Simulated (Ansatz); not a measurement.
SiH(NHMe)3 (C₃H₁₃N₃Si). Total charge 0; singlet. Geometry r2SCAN-D4/def2-SVP, basis def2-TZVP, Ansatz.

```xyz
20

Si   -0.340   -0.113   -0.083
H    -1.545    0.414    0.638
N    -0.136   -1.801   -0.390
C     0.266   -2.817    0.559
H    -0.618   -2.165   -1.207
H     1.002   -3.521    0.127
H     0.743   -2.332    1.424
H    -0.580   -3.420    0.945
N     0.961    0.295    0.990
C     0.977    1.388    1.938
H     1.885   -0.070    0.771
H     1.513    2.289    1.576
H    -0.057    1.698    2.160
H     1.436    1.096    2.900
N    -0.501    0.553   -1.676
C    -1.142    1.806   -2.009
H     0.150    0.227   -2.386
H    -1.721    1.738   -2.948
H    -1.855    2.078   -1.214
H    -0.439    2.658   -2.116
```

```
run  HOMO (eV)  LUMO (eV)
  A      -5.09       1.00
  B      -4.78       0.40
  C      -4.83       0.32
  D      -5.78       0.77
  E      -6.18       1.14
  F      -8.52       2.51
```

HSE06 is defined as in plane-wave codes, on full-range PBE exchange.

Question: The runs used HSE06, PBE, PBE0, r2SCAN, revPBE, ωB97M-V. Estimate which is which.

Answer: A r2SCAN (0 % exact exchange); B revPBE (0 % exact exchange); C PBE (0 % exact exchange); D HSE06 (range-separated); E PBE0 (25 % exact exchange); F ωB97M-V (range-separated). Exact exchange lowers occupied and raises empty levels; among semilocal functionals meta-GGAs tend to open the gap a little, and such runs are hard to tell apart. The gap grows from 5.15 eV (PBE) to 11.03 eV (ωB97M-V).
